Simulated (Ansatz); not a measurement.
Calculated with Ansatz (gas phase, PBE0-D4/def2-TZVP geometries, no zero-point term in ΔE). CBS: MP2 limit from def2 TZ/QZ plus the TZ coupled-cluster correction, frozen cores. Functionals use def2-TZVPP. B3LYP here is the variant with VWN-RPA as its local correlation; programs differ in this. HSE06 is defined as in plane-wave codes. def2 core potentials past Kr. For In outer-core shells are correlated without core-valence functions, which leaves a few kJ/mol of doubt a bond. One conformer a species, not always the lowest.

Reaction (isomerisation): `[CH3][In]([CH3])[O][SiH3]` → `C[CH2][InH][O][SiH3]`

| level | ΔE (kJ/mol) | difference from CCSD(T)/CBS |
| --- | --- | --- |
| BLYP-D4 | 40.5 | -4.3 |
| PBE0-D4 | 39.3 | -5.5 |
| HSE06-D4 | 39.7 | -5.1 |
| CAM-B3LYP-D4 | 38.6 | -6.2 |
| ωB97X-V | 38.7 | -6.1 |
| B2PLYP | 46.3 | 1.5 |
| PBE-QIDH | 43.5 | -1.3 |
| PBE0 | 42.1 | -2.7 |
| B3LYP | 45.0 | 0.2 |
| BHLYP | 41.4 | -3.4 |
| MP2/def2-SVP | 32.8 | -12.0 |
| MP2/def2-TZVPP | 50.0 | 5.2 |
| SCS-MP2/def2-TZVPP | 46.1 | 1.3 |
| CCSD/def2-TZVPP | 43.3 | -1.5 |
| MP2/def2-QZVPP | 50.2 | 5.4 |
| HF/CBS(def2) | 37.2 | -7.6 |
| CCSD(T)/CBS | 44.8 | 0 |

Largest T1 diagnostic among the species: 0.014.

In def2-TZVPP, CCSD(T) changes the Hartree–Fock value by +7.3 kJ/mol (the triples alone add +1.1 kJ/mol) and MP2 by +12.9 kJ/mol. From BLYP to BHLYP (50 % exact exchange), in def2-TZVPP and without D4, ΔE moves by −6.3 kJ/mol. At CCSD(T), def2-SVP lies −16.3 kJ/mol from the extrapolated value and def2-TZVPP −0.3 kJ/mol.

CCSD(T)/CBS has its own doubt, a few kJ/mol and more with outer-core shells, so smaller differences from it don't rank the levels.
